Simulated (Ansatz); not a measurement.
Consider the ligand exchange at a P–O bond: `F[SiH2]OP` + `N=CF` → `F/C=N/P` + `O[SiH2]F`.

Program: Ansatz. Geometries: PBE0-D4/def2-TZVP. ΔE: electronic, gas phase. CBS: MP2 limit from def2 TZ/QZ plus the TZ coupled-cluster correction, frozen cores. This one scheme is used for every species. Functionals use def2-TZVPP. B3LYP here is the variant with VWN-RPA as its local correlation; programs differ in this. HSE06 is defined as in plane-wave codes. One conformer a species, not always the lowest.

| level | ΔE (kJ/mol) | difference from CCSD(T)/CBS |
| --- | --- | --- |
| LDA (SPW92) | 4.6 | -9.2 |
| PBE-D4 | 7.6 | -6.2 |
| revPBE-D4 | 6.7 | -7.1 |
| r2SCAN-D4 | 11.0 | -2.8 |
| PBE0-D4 | 9.6 | -4.2 |
| B3LYP-D4 | 15.7 | 1.9 |
| r2SCANh-D4 | 11.3 | -2.5 |
| r2SCAN0-D4 | 11.8 | -2.0 |
| HSE06-D4 | 9.5 | -4.3 |
| BHLYP-D4 | 19.4 | 5.6 |
| ωB97X-V | 14.8 | 1.0 |
| ωB97M-V | 14.6 | 0.8 |
| B2PLYP | 13.4 | -0.4 |
| PBE-QIDH | 9.9 | -3.9 |
| PBE | 6.8 | -7.0 |
| revPBE | 7.3 | -6.5 |
| BLYP | 13.2 | -0.6 |
| r2SCAN | 10.8 | -3.0 |
| PBE0 | 8.9 | -4.9 |
| B3LYP | 14.5 | 0.7 |
| r2SCAN0 | 11.5 | -2.3 |
| HSE06 | 8.7 | -5.1 |
| BHLYP | 17.5 | 3.7 |
| CAM-B3LYP | 16.3 | 2.5 |
| LC-ωPBE | 12.4 | -1.4 |
| RPA@PBE/def2-TZVPP | 16.1 | 2.3 |
| HF/def2-SVP | 23.4 | 9.6 |
| MP2/def2-SVP | 11.9 | -1.9 |
| CCSD/def2-SVP | 18.0 | 4.2 |
| CCSD(T)/def2-SVP | 16.0 | 2.2 |
| MP2/def2-TZVPP | 9.0 | -4.8 |
| SCS-MP2/def2-TZVPP | 13.5 | -0.3 |
| CCSD/def2-TZVPP | 15.8 | 2.0 |
| CCSD(T)/def2-TZVPP | 13.4 | -0.4 |
| HF/def2-QZVPP | 24.5 | 10.7 |
| MP2/def2-QZVPP | 9.8 | -4.0 |
| SCS-MP2/def2-QZVPP | 14.1 | 0.3 |
| HF/CBS(def2) | 24.7 | 10.9 |
| MP2/CBS(def2) | 9.4 | -4.4 |
| CCSD/CBS(def2) | 16.2 | 2.4 |
| CCSD(T)/CBS | 13.8 | 0 |

Largest T1 diagnostic among the species: 0.014.

From BLYP to BHLYP (50 % exact exchange), in def2-TZVPP and without D4, ΔE moves by +4.3 kJ/mol. Leaving LDA and LC-ωPBE aside and taking each functional with its dispersion term where it has one, the values spread over 12.7 kJ/mol, from revPBE-D4 to BHLYP-D4. In def2-TZVPP, CCSD(T) changes the Hartree–Fock value by −9.5 kJ/mol (the triples alone add −2.4 kJ/mol) and MP2 by −13.9 kJ/mol.
